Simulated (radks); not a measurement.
Values are calculated unless marked as measured or tabulated.
Problem. Nd0.375+, configuration [Kr] 4d10 4f4 5s2 5p(1/2: 2, 3/2: 3.625) 6s2 (fractional occupations, a model configuration). Level of theory: Dirac Kohn-Sham, LDA (Slater exchange, Perdew-Wang correlation), spin-unpolarised, spherical densities, point nucleus; open shells fill j = l - 1/2 first (a radial shooting solver on a logarithmic mesh with Libxc functionals). Some entries of the table are withheld. Estimate them.

| orbital | occ. | eigenvalue (eV) | <r^2> (bohr^2) | <1/r> (bohr^-1) |
|---|---|---|---|---|
| 1s1/2 | 2 | -43323.62 | 0.0007609 | 66.01 |
| 2s1/2 | 2 | -7008.147 | 0.01199 | 15.62 |
| 2p1/2 | 2 | -6632.959 | (1) | 15.61 |
| 2p3/2 | 4 | -6113.513 | (2) | 14.03 |
| 3s1/2 | 2 | -1522.491 | 0.08115 | 5.657 |
| 3p1/2 | 2 | -1361.967 | 0.07610 | (3) |
| 3p3/2 | 4 | -1258.323 | 0.08349 | (4) |
| 3d3/2 | 4 | -977.8116 | 0.06767 | 5.050 |
| 3d5/2 | 6 | -955.3827 | 0.06975 | 4.950 |
| 4s1/2 | 2 | -305.1062 | 0.4172 | 2.354 |
| 4p1/2 | 2 | -244.5533 | 0.4434 | 2.250 |
| 4p3/2 | 4 | -221.9459 | 0.4848 | 2.115 |
| 4d3/2 | 4 | -122.2872 | (5) | 1.895 |
| 4d5/2 | 6 | -118.2972 | (6) | 1.861 |
| 5s1/2 | 2 | -44.1010 | 2.423 | 0.9078 |
| 5p1/2 | 2 | -27.7917 | (7) | 0.7969 |
| 5p3/2 | 3.625 | -24.6711 | (8) | 0.7490 |
| 6s1/2 | 2 | -5.7846 | 18.84 | 0.3083 |
| 4f5/2 | 4 | -5.6725 | 1.629 | 1.262 |
| 4f7/2 | 0 | -5.2632 | 1.696 | 1.246 |

Solution. 
(1) 2p1/2 <r^2> (bohr^2): 0.008757
(2) 2p3/2 <r^2> (bohr^2): 0.01001
(3) 3p1/2 <1/r> (bohr^-1): 5.574
(4) 3p3/2 <1/r> (bohr^-1): 5.177
(5) 4d3/2 <r^2> (bohr^2): 0.5725
(6) 4d5/2 <r^2> (bohr^2): 0.5892
(7) 5p1/2 <r^2> (bohr^2): 3.111
(8) 5p3/2 <r^2> (bohr^2): 3.468
